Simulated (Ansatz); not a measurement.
Mulliken charges of `[F][In@H-]1[Br+][In@@H-]([F])[Br+]1` from PBE/def2-TZVPP in Ansatz (PBE0-D4/def2-TZVP geometry).

```csv
atom,x (Å),y (Å),z (Å),charge (e)
F1,1.350,2.493,-1.040,-0.420
In2,-0.065,1.227,-1.414,0.796
Br3,1.150,-1.107,-1.020,-0.308
In4,-0.104,-1.329,1.316,0.796
F5,1.298,-0.893,2.576,-0.420
Br6,-1.281,1.028,0.945,-0.308
H7,-1.145,1.194,-2.714,-0.068
H8,-1.203,-2.613,1.351,-0.068
```

Q: By hand: the dipole of these point charges (1 e Å = 4.8032 D).

A: Σ q r = (-1.047, -0.632, -0.607) e Å, of length 1.365 e Å = 6.56 D.

Q: How does the dipole of the full density compare? (An estimate is asked.)

A: Ansatz gave: (-0.720, -0.435, -0.418) e Å, 4.51 D; the point charges give 1.45 times that, at 0° from its direction.

Point charges leave out the atoms' own dipoles, such as those of lone pairs, and Mulliken's split depends on the basis, so the two needn't agree.
